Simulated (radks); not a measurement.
Problem. Er3+, configuration [Xe] 4f11. Calculated with a radial shooting solver on a logarithmic mesh with Libxc functionals: Dirac Kohn-Sham, LDA (Slater exchange, Perdew-Wang correlation), spin-unpolarised, spherical densities, point nucleus; open shells fill j = l - 1/2 first. Some entries of the table are withheld. Estimate them.

orbital  occ.  eigenvalue (eV)  <1/r> (bohr^-1)  <r> (bohr)
1s1/2       2        -57290.06            77.53     0.02038
2s1/2       2        -9647.760            18.64     0.08594
2p1/2       2        -9193.561            18.62     0.07149
2p3/2       4        -8277.724            16.15     0.07877
3s1/2       2              (1)            6.819      0.2251
3p1/2       2        -1987.696            6.738      0.2148
3p3/2       4        -1795.435            6.105      0.2285
3d3/2       4        -1452.943            5.993         (2)
3d5/2       6        -1410.894            5.839         (3)
4s1/2       2        -457.7371            2.859      0.5080
4p1/2       2        -377.9733            2.752      0.5167
4p3/2       4        -334.4008            2.531      0.5483
4d3/2       4        -202.8689            2.312         (4)
4d5/2       6        -194.9302            2.258         (5)
5s1/2       2         -82.1196            1.089       1.229
5p1/2       2         -59.8161           0.9665       1.367
5p3/2       4         -53.8768           0.8917       1.463
4f5/2       6         -36.2945            1.720      0.7603
4f7/2       5         -35.1352            1.696      0.7730

Solution. 
(1) 3s1/2 eigenvalue (eV): -2187.328
(2) 3d3/2 <r> (bohr): 0.2013
(3) 3d5/2 <r> (bohr): 0.2056
(4) 4d3/2 <r> (bohr): 0.5761
(5) 4d5/2 <r> (bohr): 0.5872
